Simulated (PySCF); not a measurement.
## Structure from NMR data

Molecular formula: C₂H₁₀O₂Si₃. Simulated spectra:

¹H NMR (400 MHz, computed): δ 8.15 (s, 1H), 3.73 (s, 6H), 0.65 (s, 3H).

¹³C{¹H} NMR (computed): δ 167.0 (CH), 4.2 (CH3).

All values are calculated (PySCF 2.14.0 with density-fitted response routines): structure optimised with GFN2-xTB, σ from GIAO-PBE0/pcSseg-1. Relativity neglected, fast rotation and ring inversion assumed for equivalent nuclei, one computed conformer, no solvent model.

δ = σ(ref) − σ, references computed at the same level: ¹H and ¹³C vs TMS.

Which candidate is it?
A. O=CO[SiH2]C([SiH3])[SiH3]
B. C[Si@H]([SiH3])OC(=O)[SiH3]
C. C[Si]([SiH3])([SiH3])OC=O

## Answers

C. 

- The formula gives 1 degree of unsaturation (no ring in the answer).
- 2 carbon signals for 2 carbons: no two carbons are equivalent.
- Carbon types of the structure: 1 × CH, 1 × CH3, leaving 6 H on heteroatoms.
- δC 167.0: carbonyl carbon.
- δC 4.2: methyl carbon bonded to Si; an electropositive neighbour leaves it electron-rich and shielded.
- δH 8.15: hydrogen on a carbonyl carbon.
- δH 3.73: hydrogen on a silicon bonded to Si.
- δH 0.65: hydrogen on a methyl carbon bonded to Si; an electropositive neighbour shields it, as in TMS itself.

The others: O=CO[SiH2]C([SiH3])[SiH3] would give 4 signals for carbon-bound and other non-exchanging H, not 3; C[Si@H]([SiH3])OC(=O)[SiH3] would give 4 signals for carbon-bound and other non-exchanging H, not 3.

Shifts are as computed. Against solution values, carbons near 30 ppm lie about +3 ppm off and those near 130 ppm about +5 ppm. Of 1309 compounds with measured shifts, 239 miss one by over three times the rms of a fit or turn the order of signals round; such compounds aren't used in these exercises. No couplings were computed; multiplicities are counted from neighbouring protons, with m where these are inequivalent, close in shift, in a saturated or five-membered ring or joined by F or P, and br s for small geminal =CH2 splittings.
